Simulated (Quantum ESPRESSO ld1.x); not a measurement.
The numbers below are computed, except where a source is named.
Question: Ga X, 22 electrons, occupied as [Ar] 3d4 (the NIST ground configuration). Level of theory: Dirac Kohn-Sham, PW91, spin-unpolarised, spherical densities, point nucleus; open shells fill j = l - 1/2 first (ld1.x of Quantum ESPRESSO 7.5). Some entries of the table are withheld. Estimate them.

| orbital | occ. | eigenvalue (hartree) | <r^2> (bohr^2) | <1/r> (bohr^-1) |
|---|---|---|---|---|
| 1s1/2 | 2 | (1) | 0.003179 | 31.30 |
| 2s1/2 | 2 | (2) | 0.05575 | 6.891 |
| 2p1/2 | 2 | -49.7011 | 0.04343 | (3) |
| 2p3/2 | 4 | -48.6844 | 0.04492 | (4) |
| 3s1/2 | 2 | (5) | 0.4275 | 2.347 |
| 3p1/2 | 2 | -11.3779 | (6) | 2.252 |
| 3p3/2 | 4 | -11.2163 | (7) | 2.213 |
| 3d3/2 | 4 | -8.28022 | 0.4377 | (8) |
| 3d5/2 | 0 | -8.25345 | 0.4408 | (9) |

Answer: 
(1) 1s1/2 eigenvalue (hartree): -384.386
(2) 2s1/2 eigenvalue (hartree): -55.0203
(3) 2p1/2 <1/r> (bohr^-1): 6.847
(4) 2p3/2 <1/r> (bohr^-1): 6.673
(5) 3s1/2 eigenvalue (hartree): -13.1337
(6) 3p1/2 <r^2> (bohr^2): 0.4360
(7) 3p3/2 <r^2> (bohr^2): 0.4467
(8) 3d3/2 <1/r> (bohr^-1): 2.027
(9) 3d5/2 <1/r> (bohr^-1): 2.018
